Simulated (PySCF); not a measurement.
A structure optimised at PBE-D3(BJ)/def2-SVP, used in a PySCF frequency run:

```xyz
13

N     -0.5515    -3.6513     0.0000
C      0.0244    -2.6316     0.0000
C      0.7073    -1.3411     0.0000
C     -0.2670    -0.1523     0.0000
O      0.5035     1.0309     0.0000
Si    -0.1922     2.5694     0.0000
H      1.3658    -1.2702    -0.8913
H      1.3658    -1.2702     0.8913
H     -0.9272    -0.2135     0.8975
H     -0.9272    -0.2135    -0.8975
H     -1.0488     2.7645     1.2246
H     -1.0488     2.7645    -1.2246
H      0.9558     3.5291     0.0000
```
Charge 0, spin multiplicity 1.

### Question
Write its SMILES, formula and point group.

### Answer
N#CCCO[SiH3], C₃H₇NOSi, Cs

### Question
What are its rotational constants (standard atomic weights)?

### Answer
16.277, 0.95089, 0.91882 GHz
